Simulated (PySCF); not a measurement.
3-fluoro-3-methylbut-1-yne (C₅H₇F), SMILES C(C)(C)(F)C#C.

Geometry optimised at PBE-D3(BJ)/def2-SVP.

These are PBE-D3(BJ)/def2-SVP (PySCF) values and carry that method's errors.

No scaling factor is applied to the harmonic values.

```
mode  ν (cm⁻¹)  IR (km/mol)  moving atoms (share of kinetic energy)
----  --------  -----------  --------------------------------------
1          169          0.8                          C 72 %, H 27 %
2          175          2.2                  C 51 %, F 25 %, H 24 %
3          222          0.0                                  H 98 %
4          264          0.3                                  H 90 %
5          338          3.0                  C 50 %, H 38 %, F 12 %
6          377          1.1                  C 42 %, F 37 %, H 21 %
7          400          1.5                  C 53 %, H 27 %, F 20 %
8          543          7.0                  C 69 %, F 21 %, H 10 %
9          547         10.1                          C 80 %, H 16 %
10         646         37.1                          H 79 %, C 21 %
11         684         29.6                          H 77 %, C 23 %
12         710          2.6                  C 68 %, H 18 %, F 14 %
13         870         31.5                  H 38 %, C 36 %, F 26 %
14         899          0.1                          H 67 %, C 33 %
15         941         18.7                          C 47 %, H 46 %
16         970          0.0                          H 75 %, C 25 %
17        1140         68.6                          C 63 %, H 34 %
18        1180         26.9                          C 75 %, H 24 %
19        1221         68.4                          C 72 %, H 28 %
20        1324         17.8                          H 72 %, C 28 %
21        1340         12.0                          H 78 %, C 22 %
22        1392          1.6                                  H 95 %
23        1398          0.0                                  H 96 %
24        1411          0.9                                  H 94 %
25        1424          4.1                                  H 95 %
26        2163          1.8                           C 91 %, H 9 %
27        2985          6.4                                  H 97 %
28        2988          8.1                                  H 97 %
29        3084          0.3                          H 90 %, C 10 %
30        3088         17.9                           H 91 %, C 9 %
31        3094          5.6                          H 90 %, C 10 %
32        3095          8.4                          H 90 %, C 10 %
33        3407         64.3                          H 86 %, C 14 %
```
